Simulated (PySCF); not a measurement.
4-fluorobenzoic acid, C7H5FO2.
Structure used (GFN2-xTB), in Å, numbered top down from 1:
```xyz
15
C7H5FO2 angstrom
O      2.5441   -1.5385   -0.1429
C      2.0530   -0.4426   -0.2476
O      2.8022    0.6616   -0.3901
C      0.5979   -0.1699   -0.2343
C     -0.2749   -1.2474   -0.0885
C     -1.6393   -1.0409   -0.0700
C     -2.1143    0.2537   -0.2008
F     -3.4428    0.4641   -0.1852
C     -1.2680    1.3403   -0.3472
C      0.0959    1.1233   -0.3629
H      3.7416    0.4195   -0.3912
H      0.1384   -2.2393    0.0097
H     -2.3336   -1.8581    0.0431
H     -1.6823    2.3311   -0.4457
H      0.7778    1.9510   -0.4740
```

Level of theory: wB97X-D/def2-SVPD in PySCF (dipole) on a GFN2-xTB geometry, gas phase.

Masses are those of the commonest isotopes; rigid-rotor values at the optimised geometry. The values belong to one conformer with, in the numbering `[O:1]=[C:2]([OH:3])[c:4]1[cH:5][cH:6][c:7]([F:8])[cH:9][cH:10]1`, O1–C2–O3–H 0°, O1–C2–C4–C5 0°.

(1) Give the principal moments of inertia and the rotational constants in GHz.

(2) What kind of rotor is it?

(3) What does the inertial defect say?

(4) List the rotational levels J(Ka,Kc) to J = 5 (cm⁻¹).

(5) Which lines would a microwave search look for?

Results:

(1) Ia = 129.51, Ib = 648.52, Ic = 778.03 u·Å²; 505379 MHz·u·Å²/I gives 3902, 779.3 and 649.6 MHz, that is A = 3.9024, B = 0.7793, C = 0.6496 GHz.

(2) A near-prolate asymmetric top: κ = (2 × 779.3 − 3902 − 649.6)/(3902 − 649.6) = -0.92.

(3) Planar: Δ = Ic − Ia − Ib = 0.00 u·Å². For a rigid frame Δ = −2 Σ m c², so it vanishes when all atoms lie in the ab plane; here none is more than 0.01 Å from it.

(4) Above 0(0,0):
J = 1: 1(0,1) 0.0477, 1(1,1) 0.1518, 1(1,0) 0.1562
J = 2: 2(0,2) 0.1429, 2(1,2) 0.2428, 2(1,1) 0.2558, 2(2,1) 0.5683, 2(2,0) 0.5685
J = 3: 3(0,3) 0.2853, 3(1,3) 0.3792, 3(1,2) 0.4052, 3(2,2) 0.7113, 3(2,1) 0.7120, 3(3,1) 1.2431, 3(3,0) 1.2431
J = 4: 4(0,4) 0.4746, 4(1,4) 0.5610, 4(1,3) 0.6042, 4(2,3) 0.9019, 4(2,2) 0.9038, 4(3,2) 1.4340, 4(3,1) 1.4340, 4(4,1) 2.1781, 4(4,0) 2.1781
J = 5: 5(0,5) 0.7103, 5(1,5) 0.7879, 5(1,4) 0.8527, 5(2,4) 1.1399, 5(2,3) 1.1444, 5(3,3) 1.6727, 5(3,2) 1.6728, 5(4,2) 2.4167, 5(4,1) 2.4167, 5(5,1) 3.3735, 5(5,0) 3.3735
Those of J = 1 are B + C, A + C and A + B.

(5) The dipole components are |μa| = 0.09 D, |μb| = 1.54 D, |μc| = 0.00 D; the mirror of this Cs structure is the ab plane, so μc vanishes by symmetry (the 0.01 D computed is a residue) and there are no c-type lines. Intensities carry the squares of the components, which stand as 0.00 : 1.00 (a : b). Some lines, for components of 0.1 D or more:

```
type  branch         J(Ka,Kc)    MHz  lower level (cm⁻¹)
   b       R  3(0,3) ← 2(1,2)   1273               0.243
   b       Q  2(1,1) ← 2(0,2)   3386               0.143
   b       Q  3(1,2) ← 3(0,3)   3594               0.285
   b       Q  3(2,1) ← 3(1,2)   9197               0.405
   b       Q  2(2,0) ← 2(1,1)   9373               0.256
   b       Q  2(2,1) ← 2(1,2)   9758               0.243
   b       R  2(2,1) ← 1(1,0)  12357               0.156
   b       R  2(2,0) ← 1(1,1)  12490               0.152
   b       R  3(2,2) ← 2(1,1)  13656               0.256
   b       R  3(2,1) ← 2(1,2)  14065               0.243
   b       Q  3(3,1) ← 3(2,2)  15942               0.711
```

Not checked by GFN2-xTB frequencies. These are rigid-rotor constants of the computed structure; measured ground-state constants (B0) also hold zero-point vibration.

Hardware: one thread, Intel Xeon Platinum 8488C (x86_64), no GPU, shared host with 192 logical CPUs at a one-minute load of 36. Cost: 61 s, 1.1 GiB resident at most. This is the wB97X-D/def2-SVPD job that gave the dipole, with the excitations it also computed.
